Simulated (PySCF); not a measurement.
**How good is the calculation?**

Molfile (atoms numbered from 1):
```
C5H4F6O2
     RDKit          3D

 17 16  0  0  0  0  0  0  0  0999 V2000
    2.5321    0.4046    0.6696 C   0  0  0  0  0  0  0  0  0  0  0  0
    1.1250    0.2071    0.5320 O   0  0  0  0  0  0  0  0  0  0  0  0
    0.6688    0.0040   -0.6841 C   0  0  0  0  0  0  0  0  0  0  0  0
    1.3037   -0.0340   -1.6941 O   0  0  0  0  0  0  0  0  0  0  0  0
   -0.8730   -0.1844   -0.6553 C   0  0  0  0  0  0  0  0  0  0  0  0
   -1.5543    1.0770   -0.1179 C   0  0  0  0  0  0  0  0  0  0  0  0
   -2.8824    1.0096   -0.2395 F   0  0  0  0  0  0  0  0  0  0  0  0
   -1.1561    2.1481   -0.8152 F   0  0  0  0  0  0  0  0  0  0  0  0
   -1.2876    1.3271    1.1606 F   0  0  0  0  0  0  0  0  0  0  0  0
   -1.2359   -1.4282    0.1603 C   0  0  0  0  0  0  0  0  0  0  0  0
   -0.9769   -1.3096    1.4591 F   0  0  0  0  0  0  0  0  0  0  0  0
   -2.5289   -1.7391    0.0423 F   0  0  0  0  0  0  0  0  0  0  0  0
   -0.5433   -2.4859   -0.2801 F   0  0  0  0  0  0  0  0  0  0  0  0
    3.0525   -0.5454    0.5404 H   0  0  0  0  0  0  0  0  0  0  0  0
    2.6811    0.7883    1.6749 H   0  0  0  0  0  0  0  0  0  0  0  0
    2.8863    1.1150   -0.0789 H   0  0  0  0  0  0  0  0  0  0  0  0
   -1.2182   -0.3422   -1.6841 H   0  0  0  0  0  0  0  0  0  0  0  0
  1  2  1  0
  2  3  1  0
  3  4  2  0
  3  5  1  0
  5  6  1  0
  6  7  1  0
  6  8  1  0
  6  9  1  0
  5 10  1  0
 10 11  1  0
 10 12  1  0
 10 13  1  0
  1 14  1  0
  1 15  1  0
  1 16  1  0
  5 17  1  0
M  END
```

What is known from experiment: δ 17O O4 375.4; O2 149.1 ppm (measured; liquid, neat, 295 K; 17O NMR survey of organic solvents and oxofluorinated compounds, PMC5915748).

PySCF 2.14.0 with density-fitted response routines calculation with shielding tensors at PBE0/pcSseg-1 (GIAO) and GFN2-xTB structure; single conformer, relativity neglected, averaged over atoms made equivalent by symmetry, fast rotation or ring inversion, gas phase.

What does the calculation give, and how does it compare?

## Answers


Reference values: measured (liquid, neat, 295 K; 17O NMR survey of organic solvents and oxofluorinated compounds, PMC5915748).
| atoms | quantity | reference | computed | computed, scaled |
| --- | --- | --- | --- | --- |
| O4 | δ 17O vs D2O (external) | 375.4 | – | 380.6 |
| O2 | δ 17O vs D2O (external) | 149.1 | – | 136.3 |

Computed shifts are σ(ref) − σ with the named reference compound (TMS for H and C) calculated as an isolated molecule at the same level. The measured values may be among those fitted. Shieldings were converted by a linear fit to measured shifts: 17O (scatter 10.7 ppm rms, 12.2 ppm with the 3 outliers that the fit left out vs liquid water, solution or neat liquid). Occasional misses reach two or three times the rms, and more in compound classes unlike the fitted ones.
